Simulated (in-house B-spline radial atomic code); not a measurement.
A run on F (an excited or competing configuration) that did not converge. Method: non-relativistic r2SCAN, spin-polarised, spherical fractional occupations, point nucleus; computed with a B-spline radial code for spherical atoms. In the input, 2p2,3 would mean two up and three down electrons.

Command:
```bash
python run_scf.py task.json out
```
Settings:
```
Z                9
configuration    1s2 2s0,1 2p2,3 3s1,0
hamiltonian      nr
method           r2scan
spin_polarised   True
```

First and last ten iterations of the last attempt (damped for 15 steps, keeping 80 % of the old Fock matrix, then DIIS):
```
 iter        energy (Eh)    residual
    1         -98.477769    1.69e-02
    2         -98.479074    8.80e-04
    3         -98.479082    6.74e-04
    4         -98.479087    5.47e-04
    5         -98.479090    4.59e-04
    6         -98.479092    3.86e-04
    7         -98.479093    3.25e-04
    8         -98.479094    2.74e-04
    9         -98.479095    2.30e-04
   10         -98.479096    1.94e-04
  111         -98.479097    6.25e-07
  112         -98.479097    5.77e-07
  113         -98.479097    4.69e-07
  114         -98.479097    4.15e-07
  115         -98.479097    3.23e-07
  116         -98.479097    1.74e-06
  117         -98.479097    1.24e-06
  118         -98.479097    2.13e-06
  119         -98.479097    1.16e-06
  120         -98.479097    1.15e-06
 not converged after 120 iterations
```

The smallest residual met was 3.2e-07; the threshold is about 1e-07. Over the last five steps the energy moves by less than 1e-08 hartree, but the orbitals didn't meet the threshold. Time taken, with all properties: 1.1 s on 1 thread of Arm Neoverse V1, on a shared host.
